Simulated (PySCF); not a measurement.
## C₆ coefficients of unlike pairs at wB97M-V

Calculated with PySCF 2.14 from the dipole response of each species, C₆(A,B) = (3/π) ∫ α_A(iu) α_B(iu) du, in atomic units, from isotropic polarisabilities. For ions this is the dispersion term alone; charge-induced terms of lower order in 1/R come first.

| species | configuration | basis | relativity | α (bohr³) | C₆ (like pair) |
| --- | --- | --- | --- | --- | --- |
| Br²⁺ | [Ar] 3d10 4s2 4p3 (4S) | def2-TZVPPD (7s6p5d1f) | none | 8.493 | 40.19 |
| Br | [Ar] 3d10 4s2 4p5 (2P) | def2-TZVPPD (7s6p5d1f) | none | 21.53 | 171.1 |
| B²⁺ | [He] 2s1 (2S) | dyall-av3z (15s9p3d2f) | spin-free X2C | 6.446 | 7.891 |
| Sn²⁺ | [Kr] 4d10 5s2 (1S) | aug-cc-pVQZ-PP with ECP28MDF (7s7p5d3f2g) | core potential | 15.98 | 86.81 |

(1) Estimate C₆ for Sn²⁺ with Br²⁺.

No spin-orbit coupling is included.

The other pairs:

```tsv
pair	C₆
Sn²⁺, B²⁺	25.06
B²⁺, Br	35.03
B²⁺, Br²⁺	15.85
Sn²⁺, Br	121.5
Br, Br²⁺	81.59
```

Results:

(1) The integral gives 57.98. The combination rule 2 C_A C_B / (C_A α_B/α_A + C_B α_A/α_B) gives 57.31 and the geometric mean 59.06.
